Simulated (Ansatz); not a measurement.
Species: H₄SiO, charge 0, singlet. H4SiO (hydroxysilane, SMILES [SiH3]O).
B3LYP-D3(BJ)/def2-TZVP minimum from Ansatz (a first-principles code):
```xyz
6

Si    -0.5236     0.0940     0.0353
O      1.0819    -0.2542    -0.1462
H     -0.7923     1.5431    -0.1396
H     -1.2229    -0.6767    -1.0111
H     -1.0219    -0.3053     1.3751
H      1.7116     0.1567     0.4506
```
Charge 0, spin multiplicity 1.

Wanted: atomisation energy (electronic, to ground-state atoms), in kcal/mol. UHF or UKS for unpaired electrons; spin-orbit terms are left out. CBS(X,Y): correlation extrapolated as X^-3, Hartree-Fock from the larger set (Q,5: extrapolated as (X+1)exp(-9√X)). A bracket is a step between two methods taken in the basis named. Functionals run without relativity, which enters their misses. Double hybrids freeze cores in their MP2 part. 'core' is core correlation in cc-pwCVTZ (1s frozen past Ne), 'X2C' scalar relativity in cc-pVTZ-DK, both at CCSD(T). Where a partner has so few electrons that a lower coupled-cluster level is exact, that level stands in.

CCSD(T)/CBS(cc-pV(Q+d)Z,cc-pV(5+d)Z) + [CCSDT(Q) - CCSD(T)]/cc-pV(T+d)Z + core + X2C (Ansatz) gives 462.6 kcal/mol.

Task: How far off this value is PBE/def2-TZVPD (Ansatz), in which direction, and which of these levels come nearer: B3LYP/def2-TZVPD, wB97M-V/def2-TZVPD, B2PLYP/def2-TZVPD, CCSD(T)/CBS(cc-pV(Q+d)Z,cc-pV(5+d)Z) + core + X2C?

Result: PBE gives 454.2 kcal/mol, 8.4 kcal/mol below it. Differences of the others: B3LYP/def2-TZVPD (Ansatz) -5.7; wB97M-V/def2-TZVPD (Ansatz) -1.8; B2PLYP/def2-TZVPD (Ansatz) -8.6; CCSD(T)/CBS(cc-pV(Q+d)Z,cc-pV(5+d)Z) + core + X2C (Ansatz) 0.0 kcal/mol. Nearer than PBE: B3LYP/def2-TZVPD, wB97M-V/def2-TZVPD, CCSD(T)/CBS(cc-pV(Q+d)Z,cc-pV(5+d)Z) + core + X2C.
